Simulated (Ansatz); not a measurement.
`[Cl][SnH2][GeH3]` + `CCO` → `CC[O][GeH3]` + `[Cl][SnH3]` at 600 K and 1 bar (cleavage of the Ge–Sn bond).

Program: Ansatz. Geometries: PBE0-D4/def2-TZVP. ΔE: electronic, gas phase. CBS: MP2 limit from def2 TZ/QZ plus the TZ coupled-cluster correction, frozen cores. def2 core potentials past Kr. For Ge, Sn outer-core shells are correlated without core-valence functions, which leaves a few kJ/mol of doubt a bond. Scalar relativity is left out up to krypton. Each species was taken in one conformer, which may not be the lowest.

```json
{"species": "`[Cl][SnH2][GeH3]`", "CCSD(T)/CBS energy (Eh)": "-2752.95817", "H − E (kJ/mol)": "156.9", "S (J/(mol·K))": "448.5"}
{"species": "`CCO`", "CCSD(T)/CBS energy (Eh)": "-154.88256", "H − E (kJ/mol)": "250.6", "S (J/(mol·K))": "328.9"}
{"species": "`CC[O][GeH3]`", "CCSD(T)/CBS energy (Eh)": "-2232.20346", "H − E (kJ/mol)": "305.8", "S (J/(mol·K))": "431.7"}
{"species": "`[Cl][SnH3]`", "CCSD(T)/CBS energy (Eh)": "-675.62576", "H − E (kJ/mol)": "90.8", "S (J/(mol·K))": "325.6"}
```

H − E and S are ideal-gas, rigid-rotor, harmonic terms from PBE0-D4/def2-TZVP, for one conformer and one mirror image of each species. 1 Eh = 2625.50 kJ/mol, R = 8.31446 J/(mol·K).

Question: By hand: ΔE, ΔH, ΔS and ΔG.

Answer: ΔE = (-2232.20346) + (-675.62576) − (-2752.95817) − (-154.88256) = 0.01151 Eh = 30.2 kJ/mol. Δ(H − E) = 305.8 + 90.8 − 156.9 − 250.6 = -10.9, so ΔH = 19.3 kJ/mol. ΔS = 431.7 + 325.6 − 448.5 − 328.9 = -20.1 J/(mol·K). ΔG = 19.3 − 600 × (-20.1)/1000 = 31.4 kJ/mol.

Question: By hand: the equilibrium constant, and the temperature at which ΔG would vanish if ΔH and ΔS stayed fixed.

Answer: log₁₀ K = −ΔG/(RT ln 10) = -2.7. ΔH and −TΔS have one sign here, so there is no such temperature.

TΔS isn't small against ΔH here. A doubt of 5 kJ/mol in ΔE shifts log₁₀ K by 0.4 here. Other conformers and mirror images would add mixing entropy, several J/(mol·K) or more a flexible species. Modes under 60 cm⁻¹, often nearly free rotors, make the harmonic entropy too high. These are equilibria of isolated gas molecules and say nothing of rates. Largest T1 diagnostic: 0.012 (customary marks: 0.02 for closed shells, 0.045 for open ones).
